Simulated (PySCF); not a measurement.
# Gas-phase XPS of `CN(C)[SiH2][GeH3]`, computed

Species: C2H11GeNSi.
Atom-mapped SMILES: `[CH3:1][N:2]([CH3:3])[SiH2:4][GeH3:5]`

Computed, not measured: PySCF, delta-SCF UKS SCAN, pcX-2 on the ionised atom, pcseg-1 elsewhere, spin-free X2C. These are vertical core ionisation energies against the vacuum level, from separate self-consistent calculations with and without the core hole.

Problem. Give the core binding energies atom by atom.

Solution. 
```json
{"atom(s)": "Si4", "environment": "SiH2 silicon", "level": "Si 1s", "binding energy (eV)": "1846.33", "2p1/2 (eV)": "–", "count": "1"}
{"atom(s)": "N2", "environment": "silicon-bound nitrogen", "level": "N 1s", "binding energy (eV)": "404.27", "2p1/2 (eV)": "–", "count": "1"}
{"atom(s)": "C1/C3", "environment": "N-methyl carbon", "level": "C 1s", "binding energy (eV)": "291.48", "2p1/2 (eV)": "–", "count": "2"}
{"atom(s)": "Si4", "environment": "SiH2 silicon", "level": "Si 2p3/2", "binding energy (eV)": "106.51", "2p1/2 (eV)": "107.13", "count": "1"}
```

Problem. What is the longest wavelength that can ionise N 1s of N2 (atom 2) vertically?

Solution. λ = hc/E = 12398.42 eV Å / 404.27 eV = 30.669 Å.

Problem. Which effective nuclear charge Zeff reproduces each element's mean 1s value in the hydrogen-like formula E = 13.606 eV × Zeff²?

Solution. C (Z = 6): mean 291.5 eV, Zeff = 4.63, Z − Zeff = 1.37; N (Z = 7): mean 404.3 eV, Zeff = 5.45, Z − Zeff = 1.55; Si (Z = 14): mean 1846.3 eV, Zeff = 11.65, Z − Zeff = 2.35. Means run over the listed sites, weighted by atom count.

Topologically equivalent atoms share the value of their first member; where this conformer doesn't relate them by symmetry, their own values could differ. The 2p values aren't plain energy differences: one relaxed spin-free 2p hole is combined with a matrix within the shell (ground-state 2p orbital-energy differences and spin–orbit coupling). 2p3/2, the mean of its two sublevels, lies a third of the splitting below the shell's mean and 2p1/2 two thirds above it; the statistical areas are 2:1. 2p1/2 minus 2p3/2 (ligand field included): Si 0.62 eV. No level of germanium is listed. Isolated species at its PBE0-D3(BJ)/def2-SVP geometry (one conformer only).

Time: 34 s wall; peak memory 0.77 GiB. Hardware: an Arm Neoverse V1 with one thread, no GPU, shared host with 32 logical CPUs at a one-minute load of 14.

Shape of the structure used: `[CH3:1][N:2]([CH3:3])[SiH2:4][GeH3:5]`: C1–N2–Si4–Ge5 158°.
